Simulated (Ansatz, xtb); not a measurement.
## Two isomers of C5H5FO2

Structure X is `COc1ccc(F)o1`, a singlet and structure Y is `COc1cocc1F`, a singlet. Both are isolated molecules in the gas phase, relaxed with PBE0-D3(BJ)/def2-SVP; the shapes shown needn't be the lowest conformers.

X (Å):

| atom | x (Å) | y (Å) | z (Å) |
| --- | --- | --- | --- |
| C | 0.6095 | 0.1507 | 0.8477 |
| C | -1.0018 | -0.9728 | -0.3592 |
| C | -1.9956 | -0.0415 | -0.4327 |
| C | -3.0568 | -0.6699 | -1.1852 |
| C | -2.5902 | -1.9034 | -1.4796 |
| F | -3.0975 | -2.9146 | -2.1331 |
| O | 0.2078 | -1.0188 | 0.1814 |
| O | -1.3537 | -2.1112 | -0.9935 |
| H | -0.0690 | 0.3844 | 1.6867 |
| H | 0.6349 | 1.0130 | 0.1588 |
| H | 1.6179 | -0.0343 | 1.2363 |
| H | -1.9906 | 0.9608 | -0.0148 |
| H | -4.0224 | -0.2559 | -1.4610 |

Y (Å):

```yaml
atoms:
  - { symbol: C, position_ang: [0.6167, 1.0318, -1.6756] }
  - { symbol: C, position_ang: [0.1112, 0.8332, 0.5758] }
  - { symbol: C, position_ang: [-0.0734, -0.5246, 0.6166] }
  - { symbol: C, position_ang: [-0.4168, 0.1849, 2.6625] }
  - { symbol: C, position_ang: [-0.1159, 1.2829, 1.9162] }
  - { symbol: F, position_ang: [-0.0402, 2.5362, 2.3222] }
  - { symbol: O, position_ang: [0.4316, 1.6514, -0.4315] }
  - { symbol: O, position_ang: [-0.3910, -0.9077, 1.8764] }
  - { symbol: H, position_ang: [-0.3039, 0.5198, -2.0098] }
  - { symbol: H, position_ang: [0.8723, 1.8188, -2.3958] }
  - { symbol: H, position_ang: [1.4386, 0.2940, -1.6380] }
  - { symbol: H, position_ang: [-0.0159, -1.3081, -0.1318] }
  - { symbol: H, position_ang: [-0.6575, 0.0496, 3.7126] }
```

Quicker runs give these differences E(Y) − E(X): GFN2-xTB +14.1 kJ/mol; HF/STO-3G +36.6 kJ/mol (at GFN2-xTB geometries); r2SCAN-D4/def2-SVP +37.3 kJ/mol (at GFN2-xTB geometries).

Problem. Estimate E(Y) − E(X) at the level CCSD(T)/def2-SVP + ΔMP2/def2-TZVPP.

Solution. Calculated at CCSD(T)/def2-SVP + ΔMP2/def2-TZVPP: E(Y) − E(X) = +34.4 kJ/mol, so structure X lies lower.

The same difference at several levels:

```csv
level,geometry,E(Y) − E(X) (kJ/mol),departure from the last row (kJ/mol),"job, with rough time for the two"
GFN2-xTB,GFN2-xTB,+14.1,−20.3,"optimisation, 0.12 s"
HF/STO-3G,GFN2-xTB,+36.6,+2.1,"single point, 0.52 s"
r2SCAN-D4/def2-SVP,GFN2-xTB,+37.3,+2.8,"single point, 6.2 s"
PBE0-D3(BJ)/def2-SVP,PBE0-D3(BJ)/def2-SVP,+38.6,+4.1,"optimisation, 40 s"
HF/def2-SVP,PBE0-D3(BJ)/def2-SVP,+44.1,+9.7,part of the CCSD(T) run
MP2/def2-SVP,PBE0-D3(BJ)/def2-SVP,+39.9,+5.5,part of the CCSD(T) run
CCSD(T)/def2-SVP,PBE0-D3(BJ)/def2-SVP,+37.7,+3.2,single point
CCSD(T)/def2-SVP + ΔMP2/def2-TZVPP,PBE0-D3(BJ)/def2-SVP,+34.4,,"single point, 2.2 min"
```

As drawn, both hold the same kinds of bond in the same numbers.

The levels shown agree on the order. The largest departure from CCSD(T)/def2-SVP + ΔMP2/def2-TZVPP is that of GFN2-xTB, 20.3 kJ/mol. The last row adds to CCSD(T) the change of the MP2 difference between the two basis sets, here −3.2 kJ/mol.

With thermal terms from frequencies at re-optimised GFN2-xTB minima (ideal gas, soft modes damped towards free rotors, one conformer each, 298.15 K, 1 atm): on the last row, ΔE + ΔZPE = +34.2, ΔH = +34.0, ΔG = +34.4 kJ/mol.

The correlated steps freeze 8 core orbitals. Codes used: Ansatz 0.2.0, xtb 6.7.1; the last row on 2 threads of Arm Neoverse V2 on a shared host.
